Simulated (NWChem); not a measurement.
Molecule: CH₄FGaO; SMILES [CH3][Ga]([OH])[F]

```xyz
8

Ga     0.0114     0.0020     0.0000
F     -1.4822    -0.9332     0.0000
C      0.0139     1.9387     0.0000
H      1.0437     2.3202    -0.0034
H     -0.5095     2.3121     0.8922
H     -0.5156     2.3123    -0.8885
O      1.4541    -1.0332     0.0000
H      1.2531    -1.9753     0.0001
```
Atoms are numbered in this order, from 1.

Coordinates come from a PBE0/def2-SVP optimisation.

Task: List the 4 lowest vertical singlet excitations from CAM-B3LYP/def2-SVPD, TDA (NWChem).

Result: 
| state | energy (eV) | oscillator strength | leading excitation (squared amplitude) |
|---|---|---|---|
| S1 | 7.13 | 0.034 | HOMO → LUMO (0.86) |
| S2 | 7.42 | 0.058 | HOMO−1 → LUMO (0.57) |
| S3 | 7.48 | 0.019 | HOMO−1 → LUMO+1 (0.94) |
| S4 | 7.98 | 0.278 | HOMO−2 → LUMO (0.36) |
